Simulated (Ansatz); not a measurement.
Computed with Ansatz on PBE0-D4/def2-TZVP structures; ΔE is electronic, products minus reactants. CBS: MP2 limit from def2 TZ/QZ plus the TZ coupled-cluster correction, frozen cores. This one scheme is used for every species. DFT in def2-TZVPP. B3LYP here is the variant with VWN-RPA as its local correlation; programs differ in this. One conformer a species, not always the lowest.

`C[SiH2]C(C)=S` + `[NH2][AlH2]` → `CC(=S)[NH][AlH2]` + `C[SiH3]`  (substitution at a C–Si bond)

| level | ΔE (eV) |
| --- | --- |
| r2SCAN-D4 | -0.23 |
| PBE | -0.24 |
| B3LYP | -0.23 |
| SCS-MP2/def2-TZVPP | -0.13 |
| HF/def2-QZVPP | -0.28 |
| MP2/def2-QZVPP | -0.10 |
| MP2/CBS(def2) | -0.09 |
| CCSD/CBS(def2) | -0.09 |

(1) What does CCSD(T)/CBS give? (Estimate.)

Largest T1 diagnostic among the species: 0.017.

Results:

(1) Computed: -0.09 eV. The listed levels differ from it by -0.14, -0.15, -0.14, -0.04, -0.19, -0.01, 0.00, 0.00 eV.

In def2-TZVPP, CCSD(T) changes the Hartree–Fock value by +0.16 eV (the triples alone add +0.00 eV) and MP2 by +0.16 eV.
